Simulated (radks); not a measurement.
All-electron atom: Ne2+ in [He] 2s2 2p4. Calculated with a radial shooting solver on a logarithmic mesh with Libxc functionals: scalar-relativistic Kohn-Sham, PBE, spin-unpolarised, spherical densities, point nucleus.

Normalised radial functions P(r) = r R(r), r in bohr:

r            2p
0.01385  0.0060
0.01692  0.0088
0.02083  0.0131
0.02545  0.0191
0.03133  0.0280
0.03827  0.0404
0.04674  0.0578
0.05755  0.0831
0.07029  0.1167
0.08654  0.1639
0.1057   0.2239
0.1291   0.3005
0.159    0.3992
0.1942   0.5120
0.239    0.6434
0.292    0.7752
0.3566   0.8998
0.4391   1.0036
0.5363   1.0582
0.6603   1.0502
0.8064   0.9735
0.985    0.8360
1.213    0.6500
1.481    0.4599
1.824    0.2826
2.228    0.1525
2.721    0.0685

2p: eigenvalue -54.823 eV, 0 radial nodes, <r> = 0.812 bohr, 90 % of the charge inside 1.37 bohr.
